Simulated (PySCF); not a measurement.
Species: C7H8Cl (charge +1).
Atom-mapped SMILES: `[Cl:1][CH2:2][C:3]1=[CH:4][CH2:5][CH+:6][CH:7]=[CH:8]1` (hydrogens: H9, H10 on C2; H11 on C4; H12, H13 on C5; H14 on C6; H15 on C7; H16 on C8)

Cartesian coordinates in Å at the GFN2-xTB level; atoms count from 1:
```xyz
16
C7H8Cl angstrom
Cl     2.9054   -0.5916    1.3333
C      2.2786   -0.2562   -0.3305
C      0.8091   -0.0418   -0.1839
C     -0.0977   -1.0473   -0.4257
C     -1.5266   -0.8605   -0.2089
C     -1.9465    0.4496    0.2687
C     -1.0268    1.4353    0.5084
C      0.3315    1.1931    0.2918
H      2.7928    0.6309   -0.6971
H      2.5156   -1.1186   -0.9504
H      0.2409   -2.0111   -0.7797
H     -1.8992   -1.6415    0.4781
H     -2.0900   -1.1346   -1.1176
H     -3.0005    0.6227    0.4338
H     -1.3413    2.4034    0.8689
H      1.0471    1.9771    0.4996
```

PySCF closed-shell single points with density fitting, gas phase. The input was altered on purpose; the results of an altered input aren't properties of the species above.

Task: What comes out at PBE0/SBKJC-VDZ with: at most 94 cycles, charge set to +5?

Result: E = -55.4568 Eh; HOMO -35.78 eV, LUMO -34.41 eV (gap 1.37 eV), in 22 cycles. The system has 62 electrons in place of 66.

The SCF part of the output:
```
final grid: 133184 points
cycle   1  E = -53.6412802521  dE =  1.787e+00  |g| = 1.961e+00  |ddm| = 6.239e+00
cycle   2  E = -48.0874043416  dE =  5.554e+00  |g| = 3.325e+00  |ddm| = 1.340e+01
cycle   3  E = -51.4157516443  dE = -3.328e+00  |g| = 2.905e+00  |ddm| = 1.276e+01
cycle   4  E = -54.7793906707  dE = -3.364e+00  |g| = 1.230e+00  |ddm| = 4.789e+00
cycle   5  E = -54.3162389022  dE =  4.632e-01  |g| = 1.238e+00  |ddm| = 3.381e+00
cycle   6  E = -55.3592950249  dE = -1.043e+00  |g| = 4.241e-01  |ddm| = 3.029e+00
cycle   7  E = -55.4328784784  dE = -7.358e-02  |g| = 2.280e-01  |ddm| = 9.949e-01
cycle   8  E = -55.4512957963  dE = -1.842e-02  |g| = 8.879e-02  |ddm| = 5.943e-01
cycle   9  E = -55.4553188169  dE = -4.023e-03  |g| = 5.074e-02  |ddm| = 2.731e-01
cycle  10  E = -55.4554908941  dE = -1.721e-04  |g| = 4.656e-02  |ddm| = 2.224e-01
cycle  11  E = -55.4561765622  dE = -6.857e-04  |g| = 2.811e-02  |ddm| = 5.930e-02
cycle  12  E = -55.4563681154  dE = -1.916e-04  |g| = 2.306e-02  |ddm| = 4.555e-02
cycle  13  E = -55.4566037280  dE = -2.356e-04  |g| = 1.305e-02  |ddm| = 5.418e-02
cycle  14  E = -55.4567269028  dE = -1.232e-04  |g| = 2.802e-03  |ddm| = 5.282e-02
cycle  15  E = -55.4567526328  dE = -2.573e-05  |g| = 1.118e-03  |ddm| = 3.829e-02
cycle  16  E = -55.4567592993  dE = -6.667e-06  |g| = 9.825e-04  |ddm| = 1.612e-02
cycle  17  E = -55.4567658937  dE = -6.594e-06  |g| = 3.729e-04  |ddm| = 2.703e-02
cycle  18  E = -55.4567669762  dE = -1.082e-06  |g| = 1.916e-04  |ddm| = 1.156e-02
cycle  19  E = -55.4567671523  dE = -1.761e-07  |g| = 1.211e-04  |ddm| = 4.008e-03
cycle  20  E = -55.4567671915  dE = -3.922e-08  |g| = 6.448e-05  |ddm| = 1.461e-03
cycle  21  E = -55.4567671973  dE = -5.776e-09  |g| = 1.805e-05  |ddm| = 8.740e-04
cycle  22  E = -55.4567671972  dE =  1.150e-10  |g| = 1.907e-05  |ddm| = 1.957e-04
converged SCF energy = -55.4567671972
```
